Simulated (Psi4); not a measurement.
C4H9 (SMILES C[C+](C)C), charge +1, singlet, geometry from GFN2-xTB; Psi4 1.11 with BHHLYP/6-311G**.

The Psi4 input:
```
memory 2 GB

molecule mol {
1 1
C    -0.393034    1.375284    0.225055
C    -0.000000    0.000000    0.000000
C     1.359760   -0.417833    0.270185
C    -0.966725   -0.957450   -0.495240
H     0.257210    2.045904   -0.347836
H    -0.182466    1.656657    1.262959
H    -1.433914    1.582096   -0.009082
H     1.797401   -0.863043   -0.630377
H     1.357726   -1.252290    0.980418
H     2.002436    0.377666    0.637838
H    -1.395098   -0.598990   -1.437979
H    -0.568522   -1.959762   -0.628756
H    -1.834773   -0.988237    0.172816
}

set {
  basis 6-311g**
  reference rks
}

energy('bhhlyp')
print_variables()
```

Predict the main parts of the log of this Psi4 run.


```
   => Loading Basis Set <=

    Name: 6-311G**
    Role: ORBITAL
    Keyword: BASIS

         ---------------------------------------------------------
                                   SCF
               by Justin Turney, Rob Parrish, Andy Simmonett
                          and Daniel G. A. Smith
                              RKS Reference
         ---------------------------------------------------------

  ==> Geometry <==

    Molecular point group: c1
    Full point group: C1

    Geometry (in Angstrom), charge = 1, multiplicity = 1:

       Center              X                  Y                   Z               Mass
    ------------   -----------------  -----------------  -----------------  -----------------
         C           -0.393034210267     1.375283772074     0.225054982341    12.000000000000
         C           -0.000000210267    -0.000000227926    -0.000000017659    12.000000000000
         C            1.359759789733    -0.417833227926     0.270184982341    12.000000000000
         C           -0.966725210267    -0.957450227926    -0.495240017659    12.000000000000
         H            0.257209789733     2.045903772074    -0.347836017659     1.007825032230
         H           -0.182466210267     1.656656772074     1.262958982341     1.007825032230
         H           -1.433914210267     1.582095772074    -0.009082017659     1.007825032230
         H            1.797400789733    -0.863043227926    -0.630377017659     1.007825032230
         H            1.357725789733    -1.252290227926     0.980417982341     1.007825032230
         H            2.002435789733     0.377665772074     0.637837982341     1.007825032230
         H           -1.395098210267    -0.598990227926    -1.437979017659     1.007825032230
         H           -0.568522210267    -1.959762227926    -0.628756017659     1.007825032230
         H           -1.834773210267    -0.988237227926     0.172815982341     1.007825032230

  Running in c1 symmetry.

  Rotational constants: A =      0.28062  B =      0.28062  C =      0.15152 [cm^-1]
  Rotational constants: A =   8412.74450  B =   8412.74161  C =   4542.38148 [MHz]
  Nuclear repulsion =  128.055247404100868

  Charge       = 1
  Multiplicity = 1
  Electrons    = 32
  Nalpha       = 16
  Nbeta        = 16

  ==> Algorithm <==

  SCF Algorithm Type is DF.
  DIIS enabled.
  MOM disabled.
  Fractional occupation disabled.
  Guess Type is SAD.
  Energy threshold   = 1.00e-06
  Density threshold  = 1.00e-06
  Integral threshold = 1.00e-12

  ==> Primary Basis <==

  Basis Set: 6-311G**
    Blend: 6-311G**
    Number of shells: 68
    Number of basis functions: 126
    Number of Cartesian functions: 130
    Spherical Harmonics?: true
    Max angular momentum: 2

  ==> DFT Potential <==

   => LibXC <=

    Version 7.1.2
    S. Lehtola, C. Steigemann, M. J. T. Oliveira, and M. A. L. Marques,  SoftwareX 7, 1–5 (2018) (10.1016/j.softx.2017.11.002)

   => Composite Functional: BHANDHLYP <=

    BHandHLYP Hyb-GGA Exchange-Correlation Functional

    A. D. Becke,  J. Chem. Phys. 98, 1372 (1993) (10.1063/1.464304)
    Defined through Gaussian implementation.

    Deriv               =              1
    GGA                 =           TRUE
    Meta                =          FALSE

    Exchange Hybrid     =           TRUE
    MP2 Hybrid          =          FALSE

   => Exchange Functionals <=

    0.5000         Becke 88

   => Exact (HF) Exchange <=

    0.5000               HF

   => Correlation Functionals <=

    1.0000   Lee, Yang & Parr

   => LibXC Density Thresholds  <==

    XC_HYB_GGA_XC_BHANDHLYP:  1.00E-15

   => Molecular Quadrature <=

    Radial Scheme          =       TREUTLER
    Pruning Scheme         =           NONE
    Nuclear Scheme         =       TREUTLER

    Blocking Scheme        =         OCTREE
    BS radius alpha        =              1
    Pruning alpha          =              1
    Radial Points          =             75
    Spherical Points       =            302
    Total Points           =         277585
    Total Blocks           =           2095
    Max Points             =            256
    Max Functions          =            126
    Weights Tolerance      =       1.00E-15

   => Loading Basis Set <=

    Name: (6-311G** AUX)
    Role: JKFIT
    Keyword: DF_BASIS_SCF

  ==> Integral Setup <==

  SCF_SUBTYPE=INCORE selected. In-core MEM_DF algorithm will be used.
  Using in-core AOs.

  ==> MemDFJK: Density-Fitted J/K Matrices <==

    J tasked:                   Yes
    K tasked:                   Yes
    wK tasked:                   No
    Algorithm:                 Core
    Schwarz Cutoff:           1E-12
    Mask sparsity (%):       0.3401
    Fitting Condition:        1E-10

   => Auxiliary Basis Set <=

  Basis Set: (6-311G** AUX)
    Blend: CC-PVTZ-JKFIT
    Number of shells: 190
    Number of basis functions: 586
    Number of Cartesian functions: 699
    Spherical Harmonics?: true
    Max angular momentum: 4

  Minimum eigenvalue in the overlap matrix is 1.7881826666E-03.
  Reciprocal condition number of the overlap matrix is 2.5256350646E-04.
    Using symmetric orthogonalization.

  ==> Pre-Iterations <==

  SCF Guess: Superposition of Atomic Densities via on-the-fly atomic UHF (no occupation information).

   -------------------------
    Irrep   Nso     Nmo
   -------------------------
     A        126     126
   -------------------------
    Total     126     126
   -------------------------

  ==> Iterations <==

                           Total Energy        Delta E     RMS |[F,P]|

   @DF-RKS iter SAD:  -157.21487906536603   -1.57215e+02   0.00000e+00
   @DF-RKS iter   1:  -157.27477104668117   -5.98920e-02   5.21831e-03 ADIIS/DIIS
   @DF-RKS iter   2:  -157.38192435529444   -1.07153e-01   3.60978e-03 ADIIS/DIIS
   @DF-RKS iter   3:  -157.48282176979836   -1.00897e-01   1.55454e-04 ADIIS/DIIS
   @DF-RKS iter   4:  -157.48313967862273   -3.17909e-04   8.47988e-05 DIIS
   @DF-RKS iter   5:  -157.48319600431662   -5.63257e-05   1.46711e-05 DIIS
   @DF-RKS iter   6:  -157.48319919311297   -3.18880e-06   2.70792e-06 DIIS
   @DF-RKS iter   7:  -157.48319929951967   -1.06407e-07   4.43776e-07 DIIS
  Energy and wave function converged.

  ==> Post-Iterations <==

   Electrons on quadrature grid:
      Ntotal   =   32.0000458700 ; deviation = 4.587e-05

    Orbital Energies [Eh]
    ---------------------

    Doubly Occupied:

[...]
      16A     -0.653207

    Virtual:

[...]
    Final Occupation by Irrep:
              A
    DOCC [    16 ]
    NA   [    16 ]
    NB   [    16 ]

  @DF-RKS Final Energy:  -157.48319929951967

   => Energetics <=

    Nuclear Repulsion Energy =            128.0552474041008679
    One-Electron Energy =                -455.8680991069213633
    Two-Electron Energy =                 183.1967912221898587
    DFT Exchange-Correlation Energy =     -12.8671388188890710
    Empirical Dispersion Energy =           0.0000000000000000
    VV10 Nonlocal Energy =                  0.0000000000000000
    Total Energy =                       -157.4831992995196686

Computation Completed

Properties will be evaluated at   0.000000,   0.000000,   0.000000 [a0]

Properties computed using the SCF density matrix

 Multipole Moments:

 ------------------------------------------------------------------------------------
     Multipole            Electronic (a.u.)      Nuclear  (a.u.)        Total (a.u.)
 ------------------------------------------------------------------------------------

 L = 1.  Multiply by 2.5417464519 to convert [e a0] to [Debye]
 Dipole X            :          0.0000106           -0.0000018            0.0000088
 Dipole Y            :          0.0000448           -0.0000010            0.0000438
 Dipole Z            :          0.0000128            0.0000008            0.0000135
 Magnitude           :                                                    0.0000467

 ------------------------------------------------------------------------------------

  Variable Map:
  ----------------------------------------------------------------------------
[...]
  Array Variable Map:
  ----------------------------------------------------------------------------
[...]
[...]
```
